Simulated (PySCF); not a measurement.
## C5H5O2S: g tensor and hyperfine couplings

C5H5O2S (doublet state).
Structure used (GFN2-xTB), in Å, numbered top down from 1:
```xyz
13
C5H5O2S angstrom
O     -2.3308    0.7094    0.3387
C     -1.3550   -0.1781   -0.0202
O     -1.8398   -1.3677   -0.4387
C      0.0039    0.0813    0.0278
C      1.0003   -0.8834   -0.3590
C      2.2574   -0.4259   -0.2353
S      2.3241    1.1999    0.3558
C      0.6101    1.2753    0.4436
H     -1.9344    1.5361    0.6306
H     -2.8037   -1.3269   -0.3915
H      0.7367   -1.8645   -0.7073
H      3.1756   -0.9342   -0.4533
H      0.1512    2.1791    0.7912
```

The hyperfine couplings belong to this conformer and change with its torsions.

The species is `O[C](O)c1ccsc1` [radical].

Method used: UKS B3LYP, pcH-1 on C H O S, non-relativistic, mean-field spin-orbit, GIAO (PySCF 2.14.0). The structure is a single GFN2-xTB conformer in the gas phase; no vibrational or solvent corrections. Couplings are sensitive to structure, and on GFN2-xTB geometries they can be far from those on DFT ones. Stability of the SCF solution: not tested.

```
g1, g2, g3                      : 2.00199, 2.00359, 2.00587
g_iso                           : 2.00382
Form of g                       : rhombic: the two nearest values differ by 41 % of g3 − g1
⟨S²⟩                            : 0.7692 (exact 0.7500)
α and β electrons               : 34, 33
HOMO–LUMO gap, α and β orbitals : 3.64, 5.20 eV
Total energy                    : -742.14504 Eh
```

Isotropic coupling and dipolar principal values T1 to T3, in MHz:

| atom | isotope | a_iso | of which spin–orbit | T1 | T2 | T3 | Mulliken spin population |
| --- | --- | --- | --- | --- | --- | --- | --- |
| O1 | 17O | -9.4 | 0.0 | -31.3 | 14.7 | 16.6 | 0.05 |
| C2 | 13C | 53.6 | -0.1 | -53.8 | -52.8 | 106.6 | 0.50 |
| O3 | 17O | -11.7 | 0.1 | -38.4 | 18.0 | 20.4 | 0.07 |
| C4 | 13C | -41.5 | 0.0 | -14.6 | 5.0 | 9.6 | -0.15 |
| C5 | 13C | 8.6 | 0.0 | -5.6 | -4.5 | 10.1 | 0.08 |
| C6 | 13C | -10.4 | 0.0 | -12.1 | 5.8 | 6.3 | -0.08 |
| S7 | 33S | 2.8 | -0.2 | -13.2 | -9.7 | 22.9 | 0.09 |
| C8 | 13C | 44.0 | 0.2 | -39.3 | -37.6 | 76.9 | 0.46 |
| H9 | 1H | -5.8 | 0.0 | -5.9 | -3.9 | 9.8 | 0.00 |
| H10 | 1H | -7.2 | 0.0 | -7.3 | -5.8 | 13.1 | 0.00 |
| H11 | 1H | -5.3 | 0.0 | -1.9 | -1.4 | 3.3 | 0.00 |
| H12 | 1H | 3.9 | 0.0 | -1.5 | -0.9 | 2.4 | 0.00 |
| H13 | 1H | -30.2 | 0.1 | -16.6 | -0.9 | 17.5 | -0.02 |

Largest spin populations (Mulliken): C2 (+0.50), C8 (+0.46), C4 (-0.15) and S7 (+0.09). The positive populations add up to 1.25 and the negative ones to -0.25, together 2S = 1. The angles at C2 add up to 360.0°, so it is planar.

C2, the radical centre as drawn in `O[C](O)c1ccsc1`, holds a spin population of +0.50 out of 1.

Axes: g1 is normal to the molecular plane, g2 points within 6° of the C2–C4 bond and g3 points within 10° of the C8–H13 bond.

Under fast tumbling the dipolar parts average out, and these isotropic splittings remain: 1 × 1H (H13, I = 1/2, 2 lines) with 1.08 mT, 1 × 1H (H10, I = 1/2, 2 lines) with 0.26 mT, 1 × 1H (H9, I = 1/2, 2 lines) with 0.21 mT, 1 × 1H (H11, I = 1/2, 2 lines) with 0.19 mT and 1 × 1H (H12, I = 1/2, 2 lines) with 0.14 mT.

O1 and O3, with what hangs on them, aren't averaged: C2 is flat or nearly so (angle sum 360°), and its turn about the short C2–C4 bond (1.38 Å) is taken as slow.

The 13C coupling of C2 (53.6 MHz) shows only in satellite lines or after enrichment, since that isotope makes up about 1.07 % of natural carbon.

The 17O coupling of O3 (-11.7 MHz) shows only in satellite lines or after enrichment, since that isotope makes up about 0.038 % of natural oxygen.

The spin density at the nucleus, in bohr⁻³, is negative for C4 (-0.0369), C6 (-0.0092) and H13 (-0.0068), for instance. A restricted open-shell determinant has no negative spin density anywhere; here it arises because α and β orbitals differ (spin polarisation).
